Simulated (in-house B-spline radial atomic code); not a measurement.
Values are calculated unless marked as measured or tabulated.
Sn III (Sn2+) at several levels of theory

Ground configuration [Kr] 4d10 5s2. All numbers come from an all-electron radial atomic-structure program (B-spline basis), all electrons, at the radial basis limit. Mean-field, RPA, GW and linear-response runs are scalar-relativistic (one-electron X2C), no spin-orbit coupling, without Breit or QED terms, open shells spin-polarised at highest spin; the many-body runs on Dirac-Hartree-Fock orbitals are four-component, and their energies hold both.

**Ionisation energy.** The reference is 30.506 ± 0.003 eV (NIST, measured).

```json
{"method": "minus the highest LDA VWN5 level", "value (eV)": "26.51", "minus reference (eV)": "-3.99"}
{"method": "LDA VWN5, difference of total energies", "value (eV)": "31.16", "minus reference (eV)": "+0.65"}
{"method": "minus the highest PBE level", "value (eV)": "26.07", "minus reference (eV)": "-4.43"}
{"method": "PBE, difference of total energies", "value (eV)": "30.68", "minus reference (eV)": "+0.17"}
{"method": "G0W0 on PBE", "value (eV)": "30.92", "minus reference (eV)": "+0.41"}
{"method": "exact exchange + RPA on PBE", "value (eV)": "30.96", "minus reference (eV)": "+0.45"}
{"method": "exact exchange + RPA + SOSEX on PBE", "value (eV)": "30.38", "minus reference (eV)": "-0.12"}
{"method": "minus the highest r2SCAN level", "value (eV)": "26.24", "minus reference (eV)": "-4.26"}
{"method": "r2SCAN, difference of total energies", "value (eV)": "30.30", "minus reference (eV)": "-0.21"}
{"method": "minus the highest PBE0 level", "value (eV)": "26.98", "minus reference (eV)": "-3.52"}
{"method": "PBE0, difference of total energies", "value (eV)": "30.33", "minus reference (eV)": "-0.17"}
{"method": "G0W0 on PBE0", "value (eV)": "30.82", "minus reference (eV)": "+0.32"}
{"method": "minus the highest B3LYP (VWN-RPA) level", "value (eV)": "27.03", "minus reference (eV)": "-3.48"}
{"method": "B3LYP (VWN-RPA), difference of total energies", "value (eV)": "30.75", "minus reference (eV)": "+0.24"}
{"method": "minus the highest CAM-B3LYP level", "value (eV)": "28.54", "minus reference (eV)": "-1.96"}
{"method": "minus the highest LC-wPBE level", "value (eV)": "29.62", "minus reference (eV)": "-0.89"}
{"method": "minus the highest Hartree-Fock level", "value (eV)": "28.78", "minus reference (eV)": "-1.73"}
{"method": "Hartree-Fock, difference of total energies", "value (eV)": "28.52", "minus reference (eV)": "-1.98"}
{"method": "G0W0 on Hartree-Fock", "value (eV)": "30.59", "minus reference (eV)": "+0.08"}
{"method": "MP2, difference of total energies", "value (eV)": "30.79", "minus reference (eV)": "+0.28"}
{"method": "CI + MBPT for the two outer electrons", "value (eV)": "30.45", "minus reference (eV)": "-0.06"}
{"method": "Dirac-Fock + self-energy with TDHF screening (5s1/2)", "value (eV)": "30.04", "minus reference (eV)": "-0.47"}
```

(1) Which methods come closest, and which lies farthest off?

**Static dipole polarisability and C6** of two like species, by linear response (no reference value is at hand):

```csv
method,α (bohr³),C6 (hartree·bohr⁶)
LDA VWN5,14.4,80.85
PBE,14.87,84.02
PBE0,15.57,88.36
B3LYP (VWN-RPA),15,84.54
CAM-B3LYP,15.24,86.02
LC-wPBE,16.21,92.59
TDHF,17.91,103.7
relativistic RPA (four-component TDHF),17.9,103.5
```

(2) What mean excitation energy do α and C6 imply in London's formula C6 = (3/4) α² ω?

Run times on one thread of shared hosts: mean field, RPA, SOSEX and G0W0 on PBE, for the atom and its ion, 12 s (Arm Neoverse N1); TDDFT with PBE, 3 s (Arm Neoverse N1); CI + MBPT, 140 s (Arm Neoverse V2); removal energies by the self-energy, 83 s (Arm Neoverse N1).

Answers

(1) Closest: CI + MBPT for the two outer electrons (-0.06 eV) and G0W0 on Hartree-Fock (+0.08 eV). Farthest: minus the highest PBE level (-4.43 eV). The PBE level misses by -4.4 eV while the PBE energy difference misses by +0.17 eV: the semilocal potential lacks the −1/r tail and the energy is convex in the electron number, but total energies at whole numbers are far better.

(2) LDA VWN5: ω = 0.520 hartree; relativistic RPA (four-component TDHF): ω = 0.431 hartree. A method that puts the excitations lower gives a larger α and a smaller ω.
